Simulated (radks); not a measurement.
Problem. The carbon ion C4+, [He]. All-electron calculation, non-relativistic Kohn-Sham, exchange-only B88, spin-polarised, spherical densities, point nucleus. Program: a radial shooting solver on a logarithmic mesh with Libxc functionals. Every spin shell is full or empty, so the densities are truly spherical. Functionals are evaluated on that one density, not self-consistently. Rank these orbital-free kinetic functionals by their error against the exact value of the orbitals, and give that value: Thomas-Fermi, TF + vW, TF + vW/9, LC94, APBEK, Perdew 92, Thakkar, PG1, Ernzerhof.

Solution. Exact: 32.3394 hartree. From best to worst, with 100 (|E| - |E exact|)/|E exact| (equal figures are ties): APBEK +1.54, LC94 +1.68, Thakkar +1.90, TF + vW/9 +2.13, Perdew 92 +2.15, Ernzerhof +5.88, Thomas-Fermi -8.98, PG1 +54.32, TF + vW +91.02.
